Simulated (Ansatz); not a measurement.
Isomers of BFH₄OSi, relaxed with PBE0-D4/def2-TZVP in Ansatz; electronic energies, one conformer each and not always the lowest. Functionals use def2-TZVPP; CBS adds triple-zeta CCSD(T) − MP2 to the MP2 limit of def2-TZVPP and def2-QZVPP.

Task: Order them by energy at frozen-core CCSD(T)/CBS, lowest first. (Estimate.)
A. `BO[SiH2]F`
B. `OB(F)[SiH3]`
C. `FBO[SiH3]`
D. `B[SiH](O)F`

Result: C (0.0 kJ/mol), A (4.8 kJ/mol), B (111.2 kJ/mol), D (170.2 kJ/mol).

Task: How do PBE-D4, MP2/CBS(def2), B3LYP-D4, B3LYP place them (kJ/mol, against `FBO[SiH3]`)? (Estimate.)

Result: Ansatz gave: 
```tsv
isomer	PBE-D4	MP2/CBS(def2)	B3LYP-D4	B3LYP
`OB(F)[SiH3]`	85.5	119.7	110.1	110.6
`BO[SiH2]F`	17.1	1.7	10.7	11.4
`B[SiH](O)F`	171.5	173.2	178.8	179.9
```

B3LYP here is the variant with VWN-RPA as its local correlation; programs differ in this.
